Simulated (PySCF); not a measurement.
Computed shifts of a molecule C2H7NOSi2, PySCF with PBE0/pcSseg-1, GIAO, gas phase, atoms alike by connectivity averaged where their shifts nearly agree, in ppm (number of nuclei): ¹³C: 216.2 (1), 34.9 (1). ¹⁵N: 460.2 (1). ²⁹Si: 5.2 (1), -27.8 (1). ¹H: 5.76 (2), 5.22 (2), 2.82 (3). References: ¹³C against TMS (σ = 186.3 ppm); ¹⁵N against NH3 (σ = 267.4 ppm); ²⁹Si against TMS (σ = 352.7 ppm); ¹⁷O against H2O (σ = 334.2 ppm); ¹H against TMS (σ = 31.56 ppm), references at their B3LYP-D3(BJ)/def2-TZVP geometries, non-relativistic. The structure is a stationary point at B3LYP-D3(BJ)/def2-SVP. The values are those of a single conformer.

Task: Identify the compound among the candidates.
A) [SiH3]C1=N[C@@H]([SiH3])O1
B) [SiH3][Si@@H]1C=NCO1
C) CC1=N[SiH2]O[SiH2]1
D) C#C[Si@@H](N)O[SiH3]

Result: C, CC1=N[SiH2]O[SiH2]1
